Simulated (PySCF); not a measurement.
# ORD: `ClCC[C@@]12CC[C@@H]1C2`, C7H11Cl

Molfile (atoms numbered from 1):
```
C7H11Cl
     RDKit          3D

 19 20  0  0  0  0  0  0  0  0999 V2000
    3.8472   -0.9227    0.5138 Cl  0  0  0  0  0  0  0  0  0  0  0  0
    2.3485    0.0139    0.2615 C   0  0  0  0  0  0  0  0  0  0  0  0
    1.1315   -0.9012    0.2564 C   0  0  0  0  0  0  0  0  0  0  0  0
   -0.1228   -0.0940    0.0769 C   0  0  1  0  0  0  0  0  0  0  0  0
   -0.5723    0.5263   -1.2453 C   0  0  0  0  0  0  0  0  0  0  0  0
   -2.0353    0.1896   -0.8861 C   0  0  0  0  0  0  0  0  0  0  0  0
   -1.5567   -0.4160    0.4263 C   0  0  2  0  0  0  0  0  0  0  0  0
   -0.8059    0.6252    1.2013 C   0  0  0  0  0  0  0  0  0  0  0  0
    2.4554    0.5313   -0.6916 H   0  0  0  0  0  0  0  0  0  0  0  0
    2.2887    0.7414    1.0709 H   0  0  0  0  0  0  0  0  0  0  0  0
    1.0829   -1.4495    1.1998 H   0  0  0  0  0  0  0  0  0  0  0  0
    1.2269   -1.6295   -0.5532 H   0  0  0  0  0  0  0  0  0  0  0  0
   -0.3428    1.5847   -1.3655 H   0  0  0  0  0  0  0  0  0  0  0  0
   -0.2142   -0.0179   -2.1162 H   0  0  0  0  0  0  0  0  0  0  0  0
   -2.4826   -0.5371   -1.5597 H   0  0  0  0  0  0  0  0  0  0  0  0
   -2.7066    1.0417   -0.7828 H   0  0  0  0  0  0  0  0  0  0  0  0
   -1.9762   -1.2933    0.8899 H   0  0  0  0  0  0  0  0  0  0  0  0
   -0.5023    0.3492    2.2005 H   0  0  0  0  0  0  0  0  0  0  0  0
   -1.0733    1.6670    1.0957 H   0  0  0  0  0  0  0  0  0  0  0  0
  1  2  1  0
  2  3  1  0
  4  3  1  1
  4  5  1  0
  5  6  1  0
  6  7  1  0
  7  8  1  0
  7  4  1  0
  8  4  1  0
  2  9  1  0
  2 10  1  0
  3 11  1  0
  3 12  1  0
  5 13  1  0
  5 14  1  0
  6 15  1  0
  6 16  1  0
  7 17  1  1
  8 18  1  0
  8 19  1  0
M  END
```

Method: TDDFT CAM-B3LYP/def2-SVPD circular dichroism and optical rotation, one conformer, gas phase in PySCF 2.14.0. Geometry: GFN2-xTB.

The molecule is flexible and this is one conformer; a measurement averages over conformers. Singlets 5 and 6 lie within 0.01 eV of each other, so their separate moments and overlaps can depend on how they mix.

Stereocentres: C4 S, C7 R.

Problem. What is the specific rotation at 633, 589.3, 546, 436, 405, 365, 355 nm?

Solution. [α] in deg dm⁻¹ (g/mL)⁻¹:
```
λ (nm)  origin-invariant length gauge  modified velocity gauge  length gauge (centre of mass)  isotropic polarisability (au)
   633                          -43.4                    -49.5                          -42.1                           93.5
 589.3                          -51.2                    -58.2                          -49.6                           93.8
   546                          -61.2                    -69.6                          -59.4                           94.1
   436                         -107.2                   -121.2                         -104.1                           95.7
   405                         -130.6                   -147.3                         -127.0                           96.3
   365                         -175.3                   -197.0                         -170.7                           97.5
   355                         -190.5                   -213.8                         -185.5                           97.9
```

Problem. And for the mirror image at 589.3 nm?

Solution. +51.2 deg dm⁻¹ (g/mL)⁻¹ (origin-invariant length gauge): the same size and the opposite sign.

Problem. What is the molar rotation [Φ] = [α]·M/100 of the geometry above at 589.3 nm?

Solution. With M = 130.62 g/mol, -66.8 deg cm² dmol⁻¹ (origin-invariant length gauge).

The first excitation lies at 7.21 eV (172 nm) with R = -19.9 × 10⁻⁴⁰ esu² cm² (velocity form).
